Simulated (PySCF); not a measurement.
## Deuteron quadrupole couplings in `C=CCN(C)[C@@H]1C=N[SiH2]C1`

C7H14N2Si.
Geometry (GFN2-xTB, Å), atoms numbered from 1 in this order:
```
atom  x, y, z in Å
C1     2.9694    1.2723    0.3978
C2     2.4911    0.0679    0.1481
C3     1.5352   -0.2504   -0.9582
N4     0.3719   -0.9654   -0.4543
C5    -0.4476   -1.4879   -1.5267
C6    -0.3694   -0.2223    0.5466
C7    -1.3660   -1.1156    1.2422
N8    -2.5001   -0.6938    1.5892
Si9   -2.7474    0.9693    1.1022
C10   -1.1259    1.0468    0.0971
H11    2.6917    2.1275   -0.1975
H12    3.6653    1.4562    1.1984
H13    2.7778   -0.7803    0.7551
H14    1.2581    0.6722   -1.4975
H15    2.0344   -0.9183   -1.6701
H16   -0.7352   -0.7283   -2.2697
H17    0.1094   -2.2705   -2.0436
H18   -1.3531   -1.9222   -1.1064
H19    0.3618    0.0577    1.3189
H20   -1.0682   -2.1360    1.4635
H21   -3.9698    1.0602    0.3129
H22   -2.7410    1.8499    2.2658
H23   -1.3303    0.9940   -0.9715
H24   -0.5239    1.9366    0.2654
```

Level: PBE0/pcSseg-1 (PySCF, non-relativistic); Q(2H) = 0.00286 b; rigid geometry, the same for H and D, with no vibrational averaging.

Task: Rank these positions by the coupling χzz of a deuteron there, largest first.
A. H22 (Si–H hydrogen)
B. H13 (vinylic hydrogen)
C. H11 (vinylic hydrogen)
D. H14 (methylene hydrogen)
E. H17 (methyl hydrogen)
F. H16 (methyl hydrogen)

Result: C (225 kHz), B (218 kHz), E (205 kHz), F (193 kHz), D (187 kHz), A (110 kHz).

Task: What are Vzz, η and χzz (234.96 MHz × Q × Vzz) at all hydrogens?

Result: 
| atom | bonded to | bond length (Å) | Vzz (au) | η | χzz (kHz) |
| --- | --- | --- | --- | --- | --- |
| H11 | C1 | 1.078 | 0.3344 | 0.05 | 225 |
| H12 | C1 | 1.077 | 0.3379 | 0.05 | 227 |
| H13 | C2 | 1.082 | 0.3244 | 0.04 | 218 |
| H14 | C3 | 1.104 | 0.2785 | 0.05 | 187 |
| H15 | C3 | 1.096 | 0.2922 | 0.05 | 196 |
| H16 | C5 | 1.101 | 0.2868 | 0.05 | 193 |
| H17 | C5 | 1.091 | 0.3057 | 0.05 | 205 |
| H18 | C5 | 1.089 | 0.3059 | 0.07 | 206 |
| H19 | C6 | 1.100 | 0.2808 | 0.05 | 189 |
| H20 | C7 | 1.086 | 0.3132 | 0.01 | 210 |
| H21 | Si9 | 1.458 | 0.1651 | 0.00 | 111 |
| H22 | Si9 | 1.459 | 0.1643 | 0.00 | 110 |
| H23 | C10 | 1.089 | 0.3177 | 0.04 | 213 |
| H24 | C10 | 1.087 | 0.3218 | 0.04 | 216 |

Task: Average by the element that carries the hydrogen.

Result: on C: 207 kHz over 12 positions, mean bond length 1.090 Å; on Si: 111 kHz over 2 positions, mean bond length 1.459 Å.

Task: How does χzz go with the bond length over the 12 C–H bonds?

Result: A straight-line fit has a slope of -15.0 kHz for each 0.01 Å, with a correlation coefficient of -0.98, over lengths from 1.077 to 1.104 Å. The longer bonds have the smaller couplings here.

Geometry: GFN2-xTB, one conformer, isolated molecule. GFN2-xTB bond lengths can be off by several hundredths of an ångström, more for odd bonds, and the gradients follow them. A larger basis could move these couplings by a tenth or more.
